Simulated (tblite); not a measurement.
Species: C₆H₁₁O₂P.
Cartesian coordinates in Å at the GFN2-xTB level; atoms count from 1:
```xyz
20
C6H11O2P angstrom
C      2.5207    0.1892   -0.7695
C      1.5559   -0.6125    0.0614
O      1.5067   -1.8173    0.0530
P      0.5469    0.3729    1.2775
C     -0.3358    1.5207    0.1010
C     -1.1589    0.7842   -0.9569
O     -2.1552   -0.0361   -0.4051
C     -1.6287   -1.1609    0.2608
C     -0.8555   -0.8178    1.5347
H      3.2879   -0.4589   -1.1878
H      2.9734    0.9636   -0.1524
H      1.9860    0.6734   -1.5856
H     -1.0040    2.1298    0.7156
H      0.3895    2.1855   -0.3715
H     -1.6909    1.5104   -1.5797
H     -0.4976    0.1833   -1.6037
H     -2.4964   -1.7754    0.5162
H     -0.9838   -1.7325   -0.4220
H     -0.4389   -1.7311    1.9653
H     -1.5264   -0.3600    2.2677
```

Level: GFN2-xTB in tblite, geometry and Hessian alike; calculated harmonic values, unscaled, isolated species. Errors from tens to a few hundred cm⁻¹ against measured bands are possible. One conformer, not necessarily the lowest.

Harmonic wavenumbers (cm⁻¹): 67.2, 85.2, 111.3, 145.0, 196.9, 234.0, 302.1, 331.0, 387.4, 399.2, 432.8, 494.6, 566.4, 617.3, 674.3, 686.2, 770.1, 848.2, 918.4, 944.9, 968.4, 972.8, 978.9, 1023.1, 1047.6, 1092.6, 1102.8, 1142.2, 1156.8, 1187.2, 1241.4, 1266.3, 1292.9, 1332.2, 1345.6, 1362.1, 1408.3, 1422.6, 1444.3, 1451.3, 1459.7, 1466.9, 1728.9, 2837.6, 2886.1, 2948.0, 2948.9, 2960.3, 2961.7, 2971.4, 2974.0, 3009.5, 3018.2, 3037.4.

A = 2015, B = 1187, C = 1072 MHz; mass 146.050 u (most abundant isotopes); point group C1, symmetry number 1.

Task: Zero-point energy?

Result: Half the sum of the wavenumbers: 35330 cm⁻¹ = 101.01 kcal/mol.

Task: What is S at 500 K and 1 bar for an ideal gas of classical rigid rotors and harmonic oscillators?

Result: Translation 43.44, rotation 30.76, vibration 48.39: S = 122.6 cal/(mol K).

Task: And Cp and H(500 K) − H(0)?

Result: Cp = 58.99 cal/(mol K), of which vibrations give 51.05 (their classical limit is 54 R = 107.3); H(500 K) − H(0) = 16.84 kcal/mol without the zero-point energy, 12.87 from vibrations.

Task: What must be added to the electronic energy to get the Gibbs energy at 500 K and 1 bar?

Result: ZPE + [H(500 K) − H(0)] − T·S = 101.01 + 16.84 − 61.30 = 56.55 kcal/mol.

Task: Which modes carry the vibrational entropy at 500 K?

Result: 67.2 cm⁻¹: 5.26; 85.2 cm⁻¹: 4.79; 111.3 cm⁻¹: 4.26; 145.0 cm⁻¹: 3.74; 196.9 cm⁻¹: 3.14; 234.0 cm⁻¹: 2.81 cal/(mol K); the other 48 give 24.40 together.

Task: How do the functions run with temperature in this model?

Result: 
```tsv
T (K)	S (cal/(mol K))	Cp (cal/(mol K))	H − H(0) (kcal/mol)	G − H(0) (kcal/mol)	ln q(vib)
50	58.1	12.5	0.48	-2.43	0.31
100	68.5	18.1	1.24	-5.61	1.31
298.15	97.5	38.9	6.87	-22.20	6.20
373.15	107.1	47.0	10.09	-29.88	8.12
750	149.9	75.7	33.85	-78.61	17.78
1000	173.3	86.6	54.23	-119.09	23.82
```

q(vib) and H(0) count from the zero-point level.

Task: Blend soft modes into free rotors: weight 1/[1 + (100 cm⁻¹/ν̃)⁴] for the oscillator and the rest for a rotor with moment μB/(μ + B), μ = h/(8π²ν), B = 10⁻⁴⁴ kg m². What vibrational entropy results?

Result: 45.77 cal/(mol K) in place of 48.39, which changes −T·S at 500 K by +1.31 kcal/mol.

Hindered rotation and anharmonicity are outside this model. Other conformers, if any are populated, would add a mixing term that is left out. The structure is chiral; the term R ln 2 for an equal mix with its mirror image is left out.
